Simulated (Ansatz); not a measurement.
`BC(B)[SiH3]` + fluoromethane → `BC(B)CF` + SiH₄ at 298.15 K and 1 bar (formal exchange of groups at a C–Si bond).

Computed with Ansatz on PBE0-D4/def2-TZVP structures; ΔE is electronic, products minus reactants. CCSD(T)/CBS adds triple-zeta CCSD(T) − MP2 to the extrapolated MP2 energy (def2 sets, frozen cores). This one scheme is used for every species. Each species was taken in one conformer, which may not be the lowest.

```csv
species,CCSD(T)/CBS energy (Eh),H − E (kJ/mol),S (J/(mol·K))
`BC(B)[SiH3]`,-381.50288,241.5,328.8
`CF`,-139.63461,113.4,222.6
`BC(B)CF`,-229.65202,253.6,331.3
SiH₄,-291.46306,92.1,204.8
```

H − E and S are ideal-gas, rigid-rotor, harmonic terms from PBE0-D4/def2-TZVP, for one conformer and one mirror image of each species. 1 Eh = 2625.50 kJ/mol, R = 8.31446 J/(mol·K).

Problem. By hand: ΔE, ΔH, ΔS and ΔG.

Solution. ΔE = (-229.65202) + (-291.46306) − (-381.50288) − (-139.63461) = 0.02241 Eh = 58.8 kJ/mol. Δ(H − E) = 253.6 + 92.1 − 241.5 − 113.4 = -9.2, so ΔH = 49.6 kJ/mol. ΔS = 331.3 + 204.8 − 328.8 − 222.6 = -15.3 J/(mol·K). ΔG = 49.6 − 298.15 × (-15.3)/1000 = 54.2 kJ/mol.

Problem. By hand: the equilibrium constant, and the temperature at which ΔG would vanish if ΔH and ΔS stayed fixed.

Solution. log₁₀ K = −ΔG/(RT ln 10) = -9.5. ΔH and −TΔS have one sign here, so there is no such temperature.

ΔH outweighs TΔS. A doubt of 5 kJ/mol in ΔE shifts log₁₀ K by 0.9 here. Other conformers and mirror images would add mixing entropy, several J/(mol·K) or more a flexible species. These are equilibria of isolated gas molecules and say nothing of rates. Largest T1 diagnostic: 0.012 (customary marks: 0.02 for closed shells, 0.045 for open ones).
